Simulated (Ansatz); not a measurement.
Consider the adduct formation: CH₃OH + `[CH3][AlH][CH3]` → `C[OH+][AlH-]([CH3])[CH3]`.

Program: Ansatz. Geometries: PBE0-D4/def2-TZVP. ΔE: electronic, gas phase. CCSD(T)/CBS adds triple-zeta CCSD(T) − MP2 to the extrapolated MP2 energy (def2 sets, frozen cores). This one scheme is used for every species. Functionals use def2-TZVPP. B3LYP here is the variant with VWN-RPA as its local correlation; programs differ in this. HSE06 is defined as in plane-wave codes. Each species was taken in one conformer, which may not be the lowest.

Task: Is it downhill or uphill in electronic energy at CCSD(T)/CBS, and by how much? (An estimate is asked.)

Result: The calculation gave: Downhill: ΔE = -92.0 kJ/mol.

Task: What do these levels give: B3LYP-D4, r2SCANh-D4, r2SCAN0-D4, HSE06-D4, ωB97M-V, PBE, BLYP, MP2/def2-SVP, CCSD(T)/def2-SVP, MP2/def2-TZVPP, CCSD(T)/def2-TZVPP, SCS-MP2/def2-QZVPP? (Best estimate.)

Result: Ansatz gave: B3LYP-D4 -87.5, r2SCANh-D4 -95.3, r2SCAN0-D4 -96.4, HSE06-D4 -89.1, ωB97M-V -92.8, PBE -74.9, BLYP -61.5, MP2/def2-SVP -106.5, CCSD(T)/def2-SVP -104.9, MP2/def2-TZVPP -93.2, CCSD(T)/def2-TZVPP -92.7, SCS-MP2/def2-QZVPP -87.3 kJ/mol.

Largest T1 diagnostic among the species: 0.009.

At CCSD(T), def2-SVP lies −12.8 kJ/mol from the extrapolated value and def2-TZVPP −0.7 kJ/mol. In def2-TZVPP, CCSD(T) changes the Hartree–Fock value by −20.1 kJ/mol (the triples alone add −2.9 kJ/mol) and MP2 by −20.6 kJ/mol. From BLYP to BHLYP (50 % exact exchange), in def2-TZVPP and without D4, ΔE moves by −20.1 kJ/mol.
